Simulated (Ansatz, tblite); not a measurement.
Isomers of Hf3O6 (singlet), found by a short tight-binding search and relaxed with PBE-D4/def2-SVP in Ansatz.

In the def2 sets Hf takes a core potential; there is no spin–orbit coupling. The xTB rows come from tblite.

B: It holds 1 O–O bond.

Other spin states were run for one of them alone.

A:

```xyz
9

Hf   -1.2560   -0.8349    1.5185
Hf   -0.8483    0.9261   -1.6551
Hf    2.0646    0.2638    0.4574
O    -1.4136    2.6213   -1.7770
O     1.0382    0.9907   -1.0650
O     0.6439   -0.3054    1.7194
O    -1.8027    0.1103   -0.1266
O    -1.3085   -2.5735    1.0984
O     2.8824   -1.1986   -0.1698
```

B:

| atom | x (Å) | y (Å) | z (Å) |
| --- | --- | --- | --- |
| Hf1 | -0.4397 | 1.5624 | 1.4175 |
| Hf2 | 0.2180 | -1.5140 | 1.6348 |
| Hf3 | 0.5920 | -0.1899 | -1.2408 |
| O4 | -2.2290 | 1.4785 | 1.4608 |
| O5 | 0.2953 | 1.5948 | -0.4429 |
| O6 | 0.5030 | -0.5952 | -3.1838 |
| O7 | 1.4183 | -1.4760 | 0.1690 |
| O8 | 0.4120 | 0.0730 | 2.6234 |
| O9 | -0.7699 | -0.9336 | -2.4382 |

Question: Estimate which lies lowest at each level, and how far above it the others are (kJ/mol).

Answer: 
```tsv
level	A	B
GFN1-xTB	0.0	252.8
GFN2-xTB	0.0	178.6
PBE-D4/def2-TZVP	0.0	316.9
r2SCAN-D4/def2-TZVP	0.0	341.7
PBE0-D4/def2-TZVP	0.0	326.5
```
Point groups (tolerance 0.1 Å): A not assigned, B not assigned. Lower isomers may exist.
